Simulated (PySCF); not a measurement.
Input of a run (PBE0-D3(BJ)/def2-SVP geometry optimisation, gas phase (PySCF 2.14.0)), started from a GFN2-xTB structure with every atom displaced at random (by about 0.01 Å):
```
{"job": {"xc": "PBE0", "basis": "def2-SVP", "d3": "d3bj", "grid": 1, "shake": 0.01, "kind": "geom"}, "charge": 0, "multiplicity": 1}
C      1.732290    -0.483600     0.297500
C      0.835190     0.741050    -0.039680
Ge    -1.106820     0.418270     0.326750
N     -1.619880    -1.003730    -0.642380
Cl    -2.220880     2.162940    -0.171050
H      2.750390    -0.245530     0.054400
H      1.401920    -1.329900    -0.275610
H      1.656450    -0.697040     1.345960
H      0.938770     1.008010    -1.075000
H      1.168460     1.613160     0.541750
H     -1.437120     0.061120     1.777690
H     -1.449690    -0.981930    -1.623120
H     -2.643250    -1.279700    -0.527530
```

Output (energies in Eh, forces in Eh/bohr):
```
step   0  E = -2671.97181899  max force = 0.045423
step   1  E = -2671.97909905  max force = 0.006373
step   2  E = -2671.97980178  max force = 0.002866
step   3  E = -2671.98004837  max force = 0.001043
step   4  E = -2671.98007241  max force = 0.000923
step   5  E = -2671.98007862  max force = 0.000451
step   6  E = -2671.98008108  max force = 0.000477
step   7  E = -2671.98008842  max force = 0.000293
optimisation converged
```

Q: Summarise the run.

A: The energy falls by 21.7 kJ/mol over 8 energy and gradient evaluations, the largest force component goes from 0.0454 to 2.9e-04 Eh/bohr, and the atoms move by 0.080 Å rms after alignment. The bond that changes most is Ge3–Cl5 (ends: germanium bonded to C, Cl, N and H; chlorine bonded to Ge), which lengthens by 0.062 Å. Bonds longer at the end by more than 0.005 Å: 8 of 12; shorter: 3. Among the angles that change most is C2–Ge3–Cl5, from 109.4° to 106.3°. The energy never rose by more than 1e-6 Eh on the way. The first step brought 88 % of the lowering.

Q: What are the final bond lengths?

A: C1–C2 1.524 Å, C2–Ge3 1.943 Å, Ge3–N4 1.821 Å, Ge3–Cl5 2.191 Å, C1–H6 1.101 Å, C1–H7 1.101 Å, C1–H8 1.102 Å, C2–H9 1.103 Å, C2–H10 1.102 Å, Ge3–H11 1.536 Å, N4–H12 1.017 Å, N4–H13 1.017 Å. Numbering counts from 1 in the input's order; the species is `C[CH2][Ge@H]([NH2])[Cl]`.

The run used 132 basis functions and 52 SCF cycles in all.

Stationary, but not proved a minimum. The numbers are those of one conformer.

Shape of the structure used: `[CH3:1][CH2:2][Ge@H:3]([NH2:4])[Cl:5]`: C1–C2–Ge3–N4 -64°, H–N4–Ge3–C2 -56°, H–N4–Ge3–C2 177°.
